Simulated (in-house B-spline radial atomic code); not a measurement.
A radial electron density 4πr²n(r) was computed for an atom or ion in its tabulated ground configuration with an all-electron radial atomic-structure program (B-spline basis); method: Dirac-Hartree-Fock, average of configuration. Columns: r (bohr), 4πr²n(r) (electrons per bohr), bar.

```
 0.00256   0.6537 #
 0.00306   0.9082 #
 0.00367    1.264 ##
 0.00439    1.741 ###
 0.00526    2.389 ####
 0.00629    3.241 #####
 0.00753    4.366 ######
 0.00902    5.821 #########
  0.0108    7.652 ###########
  0.0129    9.867 ###############
  0.0155    12.58 ###################
  0.0185    15.55 #######################
  0.0222    18.83 ############################
  0.0265    21.98 #################################
  0.0318    24.81 #####################################
   0.038    26.76 ########################################
  0.0455    27.52 #########################################
  0.0545    26.89 ########################################
  0.0653    25.07 #####################################
  0.0781    22.77 ##################################
  0.0935    21.04 ###############################
   0.112    20.95 ###############################
   0.134    22.92 ##################################
    0.16    26.23 #######################################
   0.192    29.21 ###########################################
    0.23    29.57 ############################################
   0.275    26.26 #######################################
    0.33    19.96 ##############################
   0.395    13.47 ####################
   0.472    9.511 ##############
   0.565     8.98 #############
   0.677    10.51 ################
    0.81    11.54 #################
    0.97    10.55 ################
    1.16    7.818 ############
    1.39    4.657 #######
    1.66    2.271 ###
    1.99   0.8837 #
    2.38   0.2853 
    2.86  0.07308 
    3.42  0.01547 
    4.09 0.002415
```

Which atom or ion is it?
A. Fe4+
B. Sc3+
C. Ti3+
D. V3+

D. The area under the curve, ∫4πr²n dr = ∫r·4πr²n d(ln r) on this logarithmic grid, is 20 electrons, which only this option has. The configuration is [Ar] 3d2.
